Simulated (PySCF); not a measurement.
C2H9ClSi3, SMILES [Si@H]1([SiH2]CC1)[SiH2]Cl.

Coordinates come from a B3LYP-D3(BJ)/def2-SVP optimisation. The structure was generated by enumeration; whether it is a known compound was not checked. One conformer was computed; it need not be the lowest.

Two levels are set side by side: TDA-PBE/def2-SVPD (PySCF) and TDA-B3LYP/def2-SVPD (PySCF). Vertical, same geometry. The lowest singlet is HOMO→LUMO 91 % with PBE and HOMO→LUMO 91 % with the other functional; states are paired by order. Differences are taken from unrounded values.

| quantity | TDA-B3LYP |
|---|---|
| lowest singlet excitation (eV) | 5.40 |
| lowest triplet excitation (TDA) (eV) | 4.85 |
| first bright state (f over 0.05) (eV) | 6.15 |
| its oscillator strength | 0.18 |

Task: What does TDA-PBE give, and how far is it from TDA-B3LYP? (An estimate is asked for; the answer gives what the named calculation found.)

Result: 
```csv
quantity,TDA-PBE,TDA-PBE minus TDA-B3LYP
lowest singlet excitation (eV),4.95,-0.45
lowest triplet excitation (TDA) (eV),4.48,-0.37
first bright state (f over 0.05) (eV),5.78,-0.38
its oscillator strength,0.12,-0.06
```

A lower first singlet is the usual sign of a functional without exact exchange. Differences between two approximate levels are no errors against the true value.

Rough cost on one machine, each run with all the roots and properties that it gave: TDA-B3LYP against TDA-PBE about 2 times.
